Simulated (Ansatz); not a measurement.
`[BH]1[NH][GaH]1`. Total charge 0; spin multiplicity 1. Correlated methods include outer-core shells of Ga, which these sets cover unevenly. Scalar relativity is left out up to krypton.

```xyz
6

B    -0.949    0.272   -0.211
N     0.286    0.666    0.223
Ga    0.366   -1.247   -0.162
H    -2.027    0.736   -0.417
H     0.617    1.580    0.511
H     1.707   -2.006    0.056
```

Problem. Give the diagnostics of a CCSD(T)/def2-TZVPP run (frozen core, Ansatz 0.2.0). (An estimate is asked.)

Solution. The calculation gave: T1 = 0.0157, largest single amplitude 0.025, largest double 0.068, (T) share of the correlation energy 4.5 %, 10 CCSD cycles. The RHF solution is stable towards an unrestricted one. T1 lies under the customary mark of 0.02 for closed shells.
